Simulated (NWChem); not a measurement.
**Lowest excitation of H2BrGa**

SMILES: [Br][GaH2]
```xyz
4

Ga     0.0000     0.0000    -1.1721
H     -1.4096     0.0000    -1.8448
H      1.4096     0.0000    -1.8448
Br     0.0000     0.0000     1.1436
```
Charge 0, spin multiplicity 1.

Everything below was run with NWChem. The geometry was optimised at B3LYP/def2-SVP, a minimum by its harmonic frequencies.

Basis set: def2-SVPD.

The Hamiltonian is non-relativistic. The correlated methods keep 18 core orbitals frozen. B3LYP has NWChem's definition, with VWN1-RPA local correlation. The structure started from a generated list of species. Coupled-cluster values serve here as a point of comparison, not as the truth.

Question: One of these methods gave a lowest vertical singlet excitation energy of 5.18 eV. Which?
A. TDA-CAM-B3LYP
B. CIS
C. EOM-CCSD
D. TD-PBE

Answer: C, EOM-CCSD. The others give 4.14 (TD-PBE), 6.11 (CIS), 4.88 (TDA-CAM-B3LYP).
